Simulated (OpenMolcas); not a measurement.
# OpenMolcas run: Fe2+

Fe2+ with its 6 nearest oxide ions at 2.141 Å, on the Mg site of MgO (a = 4.2112 Å, distance in the model lattice 2.106 Å). The rest of the host is ab initio model potentials to 7.6 Å, with orthogonalisation functions on the cations behind the ligands, and point charges beyond; the distance is set by hand and nothing relaxes. Ligand basis ANO-RCC-VDZP.

Input, with the lattice sites abridged:

```
&GATEWAY
Basis set
Fe.ANO-RCC-VTZP.
Fe1 0.0 0.0 0.0 Angstrom
End of basis
Basis set
O.ANO-RCC-VDZP.
L1 2.141000 0.000000 0.000000 Angstrom
L2 0.000000 2.141000 0.000000 Angstrom
L3 0.000000 0.000000 2.141000 Angstrom
End of basis
Basis set
Mg.EMB-AIMP.Pascual.10s4p.1s1p.ECP.MgO.
PseudoCharge
* 3 symmetry-unique lattice sites within 7.6 angstrom
End of basis
Basis set
Mg.EMB-AIMP.Pascual.0s.0s.ECP.MgO.
PseudoCharge
* 40 symmetry-unique lattice sites within 7.6 angstrom
End of basis
Basis set
O.EMB-AIMP.Pascual.0s.0s.ECP.MgO.
PseudoCharge
* 55 symmetry-unique lattice sites within 7.6 angstrom
End of basis
Symmetry
XYZ
AngMom=0.0 0.0 0.0
AMFI
RICD
XField
997 Angstrom 0
* Evjen-weighted lattice charges
&SEWARD
* reference wave functions (RASSCF and RASSI steps not shown): 6 electrons in 5 orbitals (3d)
>>> COPY JOB001 $Project.JobIph
&CASPT2
Multistate=5 1 2 3 4 5
NoMult
Frozen=5 6
IPEA=0.25
Imaginary=0.1
MaxIter=60
WThr=0.0 0.3 0.05
PrWF=0.5
NoMix
>>> COPY JOB002 $Project.JobIph
&CASPT2
Multistate=45 1 2 3 4 5 6 7 8 9 10 11 12 13 14 15 16 17 18 19 20 21 22
23 24 25 26 27 28 29 30 31 32 33 34 35 36 37 38 39 40 41 42 43 44 45
NoMult
Frozen=5 6
IPEA=0.25
Imaginary=0.1
MaxIter=60
WThr=0.0 0.3 0.05
PrWF=0.5
NoMix
>>> COPY JOB003 $Project.JobIph
&CASPT2
Multistate=50 1 2 3 4 5 6 7 8 9 10 11 12 13 14 15 16 17 18 19 20 21 22
23 24 25 26 27 28 29 30 31 32 33 34 35 36 37 38 39 40 41 42 43 44 45 46
47 48 49 50
NoMult
Frozen=5 6
IPEA=0.25
Imaginary=0.1
MaxIter=60
WThr=0.0 0.3 0.05
PrWF=0.5
NoMix
```

Launched by
```bash
OMP_NUM_THREADS=1 MOLCAS_MEM=2457 MOLCAS_PROJECT=a pymolcas a.inp > a.log  # once for each step of the input, in one work folder
```

Output, cut to the results:

```
--- CASPT2 ---
Orbital specifications:
      -----------------------

      Symmetry species                           1   2
                                                ag  au
      Frozen orbitals                            5   6
      Inactive orbitals                         13  15
      Active orbitals                            5   0
      Secondary orbitals                        61  62
      Deleted orbitals                           0   0
      Number of basis functions                 84  83
Type of calculation                        SS-CASPT2
      Fock operator                              state-specific
      IPEA shift                                 0.25
      Real shift                                 0.00
      Imaginary shift                            0.10
      The input orbitals will be transformed to quasi-canonical
Reference energy:       -1730.7562646331
      E2 (Non-variational):      -1.7155020007
      Shift correction:          -0.0012043517
      E2 (Variational):          -1.7167063524
      Total energy:           -1732.4729709856
      Residual norm:              0.0000003549
      Reference weight:           0.71155
      Contributions to the CASPT2 correlation energy
      Active & Virtual Only:         -0.1369959706
      One Inactive Excited:          -0.2847818482
      Two Inactive Excited:          -1.2937241819
Reference energy:       -1730.7562646331
      E2 (Non-variational):      -1.7155021318
      Shift correction:          -0.0012043519
      E2 (Variational):          -1.7167064837
      Total energy:           -1732.4729711168
      Residual norm:              0.0000003549
      Reference weight:           0.71155
      Contributions to the CASPT2 correlation energy
      Active & Virtual Only:         -0.1369961052
      One Inactive Excited:          -0.2847818458
      Two Inactive Excited:          -1.2937241808
::    CASPT2 Root  1     Total energy:  -1732.47297099
::    CASPT2 Root  2     Total energy:  -1732.47297112
::    CASPT2 Root  3     Total energy:  -1732.47297110
::    CASPT2 Root  4     Total energy:  -1732.41575252
::    CASPT2 Root  5     Total energy:  -1732.41575194
--- CASPT2 ---
Orbital specifications:
      -----------------------

      Symmetry species                           1   2
                                                ag  au
      Frozen orbitals                            5   6
      Inactive orbitals                         13  15
      Active orbitals                            5   0
      Secondary orbitals                        61  62
      Deleted orbitals                           0   0
      Number of basis functions                 84  83
Type of calculation                        SS-CASPT2
      Fock operator                              state-specific
      IPEA shift                                 0.25
      Real shift                                 0.00
      Imaginary shift                            0.10
      The input orbitals will be transformed to quasi-canonical
Reference energy:       -1730.6908218201
      E2 (Non-variational):      -1.7370615884
      Shift correction:          -0.0012083734
      E2 (Variational):          -1.7382699618
      Total energy:           -1732.4290917818
      Residual norm:              0.0000001451
      Reference weight:           0.70905
      Contributions to the CASPT2 correlation energy
      Active & Virtual Only:         -0.1426292422
      One Inactive Excited:          -0.2922692830
      Two Inactive Excited:          -1.3021630631
Reference energy:       -1730.6908218199
      E2 (Non-variational):      -1.7370643538
      Shift correction:          -0.0012083956
      E2 (Variational):          -1.7382727494
      Total energy:           -1732.4290945693
      Residual norm:              0.0000001451
      Reference weight:           0.70905
      Contributions to the CASPT2 correlation energy
      Active & Virtual Only:         -0.1426288146
      One Inactive Excited:          -0.2922702719
      Two Inactive Excited:          -1.3021652673
::    CASPT2 Root  1     Total energy:  -1732.42909178
::    CASPT2 Root  2     Total energy:  -1732.42909457
::    CASPT2 Root  3     Total energy:  -1732.42909466
::    CASPT2 Root  4     Total energy:  -1732.41659735
::    CASPT2 Root  5     Total energy:  -1732.41659714
::    CASPT2 Root  6     Total energy:  -1732.41663287
::    CASPT2 Root  7     Total energy:  -1732.38796802
::    CASPT2 Root  8     Total energy:  -1732.38799516
::    CASPT2 Root  9     Total energy:  -1732.38801335
::    CASPT2 Root 10     Total energy:  -1732.38487829
::    CASPT2 Root 11     Total energy:  -1732.38530097
::    CASPT2 Root 12     Total energy:  -1732.38530100
::    CASPT2 Root 13     Total energy:  -1732.37625439
::    CASPT2 Root 14     Total energy:  -1732.37634039
::    CASPT2 Root 15     Total energy:  -1732.37543155
::    CASPT2 Root 16     Total energy:  -1732.37544927
::    CASPT2 Root 17     Total energy:  -1732.37541880
::    CASPT2 Root 18     Total energy:  -1732.35806959
::    CASPT2 Root 19     Total energy:  -1732.35806687
::    CASPT2 Root 20     Total energy:  -1732.35805482
::    CASPT2 Root 21     Total energy:  -1732.35017355
::    CASPT2 Root 22     Total energy:  -1732.33290030
::    CASPT2 Root 23     Total energy:  -1732.33298586
::    CASPT2 Root 24     Total energy:  -1732.33298004
::    CASPT2 Root 25     Total energy:  -1732.33173070
::    CASPT2 Root 26     Total energy:  -1732.33170872
::    CASPT2 Root 27     Total energy:  -1732.32000915
::    CASPT2 Root 28     Total energy:  -1732.32639827
::    CASPT2 Root 29     Total energy:  -1732.32650806
::    CASPT2 Root 30     Total energy:  -1732.32652906
--- CASPT2 ---
Orbital specifications:
      -----------------------

      Symmetry species                           1   2
                                                ag  au
      Frozen orbitals                            5   6
...
```

Spin-orbit levels above the lowest (labels of O, the rotations of Oh), with the averaged single-state CASPT2 energies on the diagonal:

```csv
E (cm-1),Degeneracy,Label,2S+1
0,3,T2,5
190,2,E,5
200,3,T1,5
460,1,A1,5
480,3,T1,5
500,3,T2,5
8550,1,A1,1 (79 %)
9760,2,E,3
9790,3,T2,3
10130,3,T1,3
10700,1,A1,3 (79 %)
12550,3,T1,3
12600,2,E,3 (85 %)
12670,3,T2,3 (70 %)
12690,1,A2,3 (61 %)
12850,1,A1,5
12870,3,T1,5
12900,2,E,5 (85 %)
12940,3,T2,5 (70 %)
12970,1,A2,5 (61 %)
```

Roots that are degenerate in the reference are averaged as groups; the widest CASPT2 spread within a group is 230 cm-1 (the 2-fold group of multiplicity 1 near 27300 cm-1 above the lowest state of its run). Shifts and gaps below about the spread of the groups concerned are not significant. Over all roots computed the reference weight is 0.69 to 0.71; a low but even weight reflects the number of correlated electrons. An orbital triplet at a regular site is open to Jahn-Teller coupling, which can distort the site and quench the lowest spin-orbit gaps and is left out. This shell can be high or low spin here, a state of another spin lies low, and with metal d orbitals alone active their balance is uncertain, so the ground spin may be wrong. A single d shell leaves out the double-shell effect, which counts most for late 3d ions, where the CASPT2 field can be off either way by tens of per cent. Ligand-to-metal charge-transfer states are missing. These CASPT2 states fit no ligand-field parameters well, so their order and spin gaps are uncertain. For late 3d ions with one d shell CASPT2 can put B and the spin-flip bands somewhat low as well as high. With one d shell and no ligand orbital active, 10Dq can be off by tens of per cent for divalent 3d ions, low with halides held by bare charges and at times high in hosts. Free-ion shares, where given, are those of the reference states; single-state CASPT2 does not remix them. No measured value stands beside these numbers; the geometry was set by hand and not optimised.

The CASPT2 steps took 5.7 min on 1 thread of AMD EPYC 9R45 96-Core Processor (Zen 5), on a shared host; the integral step is not counted.
